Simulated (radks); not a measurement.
The numbers below are computed, except where a source is named.
Problem. Species: the promethium ion Pm28+. Configuration: [Ar] 3d10 4s2 4p3. Code: a radial shooting solver on a logarithmic mesh with Libxc functionals. Model: Dirac Kohn-Sham, PBE, spin-unpolarised, spherical densities, finite nucleus; open shells fill j = l - 1/2 first; Fermi nuclear charge, rms radius 4.962 fm.

Spin-orbit splittings of the eigenvalues, e(l+1/2) - e(l-1/2), with zeta = 2 splitting/(2l+1) and mean radii in bohr:

| shell | occ. | splitting (eV) | zeta (eV) | <r> j=l-1/2 | <r> j=l+1/2 |
|---|---|---|---|---|---|
| 2p | 6 | ? | ? | 0.08233 | 0.08882 |
| 3p | 6 | 116.3 | 77.51 | 0.2463 | 0.2583 |
| 3d | 10 | 25.57 | 10.23 | 0.2290 | 0.2327 |
| 4p | 3 | 34.33 | 22.88 | 0.5338 | 0.5517 |

Estimate the 2p splitting.

Solution. 561.7 eV (zeta = 374.4 eV).
